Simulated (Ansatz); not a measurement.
Computed with Ansatz on PBE0-D4/def2-TZVP structures; ΔE is electronic, products minus reactants. CBS: MP2 limit from def2 TZ/QZ plus the TZ coupled-cluster correction, frozen cores. This one scheme is used for every species. DFT in def2-TZVPP. No spin–orbit coupling; open shells (•) take unrestricted orbitals. For Ge outer-core shells are correlated without core-valence functions, which leaves a few kJ/mol of doubt a bond. Scalar relativity is left out up to krypton.

`[CH3][Ge]([CH3])([F])[F]` → `[CH3]`• + `[CH3][Ge]([F])[F]`•  (homolysis of the C–Ge bond)

`[CH3][Ge]([CH3])([F])[F]`:

Cartesian coordinates in Å:
```
C -1.689 -0.276 0.123
Ge 0.111 -0.165 -0.554
C 1.555 0.476 0.548
F 0.552 -1.740 -1.136
F 0.073 0.808 -1.991
H -2.340 -0.661 -0.662
H -2.040 0.712 0.425
H -1.729 -0.948 0.981
H 1.359 1.499 0.869
H 2.479 0.453 -0.031
H 1.669 -0.160 1.427
```

`[CH3]`•:

```xyz
4

C     0.000    0.000    0.000
H    -0.521    0.466    0.824
H     0.345   -1.020    0.087
H     0.176    0.554   -0.910
```

`[CH3][Ge]([F])[F]`•:

```xyz
7

C     0.047   -0.876   -0.119
Ge   -0.636    0.908    0.340
F    -0.444    1.902   -1.076
F     0.493    1.607    1.466
H     0.043   -1.507    0.768
H    -0.571   -1.311   -0.903
H     1.067   -0.723   -0.476
```

| level | ΔE (kcal/mol) |
| --- | --- |
| BLYP-D4 | 79.0 |
| PBE0-D4 | 85.6 |
| r2SCANh-D4 | 81.7 |
| HF/def2-SVP | 66.1 |

Q: What does CCSD(T)/CBS give? (Estimate.)

A: Ansatz gave: +90.9 kcal/mol. The listed levels differ from it by -11.9, -5.3, -9.2, -24.8 kcal/mol.

Largest T1 diagnostic among the species: 0.014.

In def2-TZVPP, CCSD(T) changes the Hartree–Fock value by +25.5 kcal/mol (the triples alone add +1.7 kcal/mol) and MP2 by +28.5 kcal/mol; breaking electron pairs costs correlation energy, which Hartree–Fock lacks. The D4 term adds +2.5 kcal/mol with B3LYP and +1.4 kcal/mol with PBE0; it sums over pairs of atoms, weighted by their polarisabilities, and B3LYP, whose exchange is more repulsive, gets the larger term.

B3LYP here is the variant with VWN-RPA as its local correlation; programs differ in this.
